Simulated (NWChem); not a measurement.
## BeO in NWChem

SMILES: [Be]=[O]
```xyz
2

Be     0.0000     0.0000     0.9063
O      0.0000     0.0000    -0.4531
```
Charge 0, spin multiplicity 1.

The numbers come from NWChem runs, not from measurements. Structure: optimised with PBE/def2-SVP, a minimum by its harmonic frequencies.

Symmetry labels belong to the abelian group C2v used in the runs, with the axes of the coordinates shown; states degenerate in a higher group split over its labels.

The correlated methods keep 2 core orbitals frozen. The structure started from a generated list of species.

Question: List the 4 singlet excitations that EOM-CCSD/def2-SVPD, 2 core orbitals frozen gives, with oscillator strengths.

Answer: 
| state | symmetry | energy (eV) | wavelength (nm) | f |
|---|---|---|---|---|
| 1 | b2 | 1.39 | 893 | 0.014 |
| 2 | b1 | 1.39 | 893 | 0.014 |
| 3 | a1 | 2.68 | 462 | 0.033 |
| 4 | a2 | 5.67 | 219 | 0.000 |
These are the lowest roots of each symmetry, so higher states are missing between them.
